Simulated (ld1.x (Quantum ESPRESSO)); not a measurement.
# Before and after: TM potential for aluminium

```
Element                 : Al
Generator               : ld1.x (Quantum ESPRESSO) 7.5
Type                    : norm-conserving Troullier–Martins (Kleinman–Bylander form)
Functional              : revPBE
Relativity              : scalar-relativistic
Frozen core             : [Ne]
Valence charge          : 3
Reference configuration : 3s2 3p1
Partial waves           : 3s (bound): rc 1.55 bohr; 3p (bound): rc 1.80 bohr
Local potential         : all-electron potential smoothed inside 1.25 bohr (lloc = -1)
Core correction         : a·sin(br)/r model core inside 1.45 bohr
```

All-electron outer shells of the reference configuration (revPBE, scalar-relativistic, ld1.x):

```csv
shell,level (eV),outermost node (bohr),outermost maximum (bohr)
2s,-108.28,0.16,0.50
2p,-69.62,–,0.43
3s,-7.72,0.80,2.11
3p,-2.70,0.82,2.64
```

Change: local potential all-electron potential smoothed inside 1.12 bohr (lloc = -1).

Cutoffs: the cutoffs (Ry, on a coarse ladder) from which the occupation-weighted sum of valence levels, in a spherical-Bessel basis at the reference potential, stays within 10 and 1 mRy of its value at 400 Ry; they do not see the model core or the augmentation charge, which bear on the density cutoff. Errors are all-electron minus pseudo energies relative to the spin-unpolarised reference configuration.

Task: What does the change do?

Result: The potential gets softer (21 Ry and 50 Ry → 12 Ry and 50 Ry); of the 7 tests that both files solve, the error grows in 5 and shrinks in 0 by more than 15 % and 0.3 meV (median size 3.1 → 6.7 meV); neither file shows a bound ghost. That the errors move this way runs against the usual rule that smaller radii transfer better.

| quantity | base | changed |
| --- | --- | --- |
| cutoff, loose | 21 Ry | 12 Ry |
| cutoff, tight | 50 Ry | 50 Ry |
| bound ghosts | none | none |
| error for 3s2 3p0, meV [ΔE 5.75 eV] | +3.1 | +6.7 |
| error for 3s1 3p0, meV [ΔE 24.90 eV] | +45 | +99 |
| error for 3s2 3p0.5, meV [ΔE 2.08 eV] | +0.5 | +0.9 |
| error for 3s1 3p2, meV [ΔE 5.11 eV] | +2.7 | +4.2 |
| error for 3s2 3p1.3, meV [ΔE -0.57 eV] | +0.1 | +0.1 |
| error for 3s1 3p1, meV [ΔE 11.53 eV] | +12 | +21 |
| error for 3s0 3p3, meV [ΔE 10.38 eV] | +13 | +13 |
| s: phases at 1.95 bohr within 0.05 rad from the reference energy up to (Ry; the scan ends near 5) | 0.3 | -0.1 |
| p: phases at 1.95 bohr within 0.05 rad from the reference energy up to (Ry; the scan ends near 5) | 0.7 | 0.7 |
